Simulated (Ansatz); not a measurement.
`C[SiH2][BH][ZnH]` + `CB(C)N` → `C[SiH2]BN` + `C[B](C)[ZnH]`  (redistribution)

Isolated molecules relaxed with PBE0-D4/def2-TZVP in Ansatz; ΔE leaves out vibrations. CCSD(T)/CBS adds triple-zeta CCSD(T) − MP2 to the extrapolated MP2 energy (def2 sets, frozen cores). Functionals use def2-TZVPP. B3LYP here is the variant with VWN-RPA as its local correlation; programs differ in this. For Zn outer-core shells are correlated without core-valence functions, which leaves a few kJ/mol of doubt a bond. Scalar relativity is left out up to krypton. One conformer a species, not always the lowest.

```json
{"level": "PBE-D4", "ΔE (kcal/mol)": "-0.5", "difference from CCSD(T)/CBS": "-2.0"}
{"level": "r2SCAN-D4", "ΔE (kcal/mol)": "0.8", "difference from CCSD(T)/CBS": "-0.7"}
{"level": "PBE0-D4", "ΔE (kcal/mol)": "0.7", "difference from CCSD(T)/CBS": "-0.8"}
{"level": "B3LYP-D4", "ΔE (kcal/mol)": "0.5", "difference from CCSD(T)/CBS": "-1.0"}
{"level": "ωB97X-V", "ΔE (kcal/mol)": "1.2", "difference from CCSD(T)/CBS": "-0.3"}
{"level": "ωB97M-V", "ΔE (kcal/mol)": "0.9", "difference from CCSD(T)/CBS": "-0.6"}
{"level": "B2PLYP", "ΔE (kcal/mol)": "0.6", "difference from CCSD(T)/CBS": "-0.9"}
{"level": "PBE", "ΔE (kcal/mol)": "-0.7", "difference from CCSD(T)/CBS": "-2.2"}
{"level": "r2SCAN", "ΔE (kcal/mol)": "0.8", "difference from CCSD(T)/CBS": "-0.7"}
{"level": "PBE0", "ΔE (kcal/mol)": "0.5", "difference from CCSD(T)/CBS": "-1.0"}
{"level": "B3LYP", "ΔE (kcal/mol)": "0.2", "difference from CCSD(T)/CBS": "-1.3"}
{"level": "HF/def2-TZVPP", "ΔE (kcal/mol)": "3.6", "difference from CCSD(T)/CBS": "2.1"}
{"level": "MP2/def2-TZVPP", "ΔE (kcal/mol)": "1.1", "difference from CCSD(T)/CBS": "-0.4"}
{"level": "SCS-MP2/def2-TZVPP", "ΔE (kcal/mol)": "1.3", "difference from CCSD(T)/CBS": "-0.2"}
{"level": "CCSD/def2-TZVPP", "ΔE (kcal/mol)": "2.1", "difference from CCSD(T)/CBS": "0.6"}
{"level": "CCSD(T)/def2-TZVPP", "ΔE (kcal/mol)": "1.6", "difference from CCSD(T)/CBS": "0.1"}
{"level": "HF/def2-QZVPP", "ΔE (kcal/mol)": "3.7", "difference from CCSD(T)/CBS": "2.2"}
{"level": "MP2/def2-QZVPP", "ΔE (kcal/mol)": "1.0", "difference from CCSD(T)/CBS": "-0.5"}
{"level": "SCS-MP2/def2-QZVPP", "ΔE (kcal/mol)": "1.2", "difference from CCSD(T)/CBS": "-0.3"}
{"level": "HF/CBS(def2)", "ΔE (kcal/mol)": "3.7", "difference from CCSD(T)/CBS": "2.2"}
{"level": "MP2/CBS(def2)", "ΔE (kcal/mol)": "1.0", "difference from CCSD(T)/CBS": "-0.5"}
{"level": "CCSD/CBS(def2)", "ΔE (kcal/mol)": "2.0", "difference from CCSD(T)/CBS": "0.5"}
{"level": "CCSD(T)/CBS", "ΔE (kcal/mol)": "1.5", "difference from CCSD(T)/CBS": "0"}
```

Largest T1 diagnostic among the species: 0.014.

In def2-TZVPP, CCSD(T) changes the Hartree–Fock value by −2.0 kcal/mol (the triples alone add −0.5 kcal/mol) and MP2 by −2.6 kcal/mol. From PBE to PBE0 (25 % exact exchange), in def2-TZVPP and without D4, ΔE moves by +1.2 kcal/mol.
